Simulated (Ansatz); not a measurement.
```xyz
10

C     0.0333    0.5896   -1.2277
C     0.0380   -0.6005   -1.2147
C     0.0022    1.5017   -0.1030
C     0.0137   -1.4273   -0.1666
C    -0.0255    0.7116    1.0126
C     0.0487   -0.6997    1.0437
H     0.0099    2.6001   -0.1481
H     0.0429   -2.5574   -0.1558
H    -0.0295    1.2354    2.0535
H     0.0173   -1.1829    2.0172
```

Basis set: 6-31G (spherical functions). Frozen core: 6 orbitals. Charge 0, multiplicity 1.

Computed with Ansatz (development build ahead of 0.2.0); each method stands on the lowest determinant of its kind that the runs found. Restricted open shells among the atoms or ions are ROHF, correlated in semicanonical orbitals with singles.

Task: Give the atomization energy at this shape (free ground-state atoms in the same class of orbitals less the molecule, no zero-point energy) of singlet C₆H₄ by RHF-MP2, RHF.

Result:

| method | atomization energy |
| --- | --- |
| RHF-MP2 | 4260.8 kJ/mol |
| RHF | 3226.4 kJ/mol |

Caution: in another basis set an unrestricted determinant lies well below.

This basis has no polarisation functions and is too small for such energies, which can lie far from measured ones in either direction.
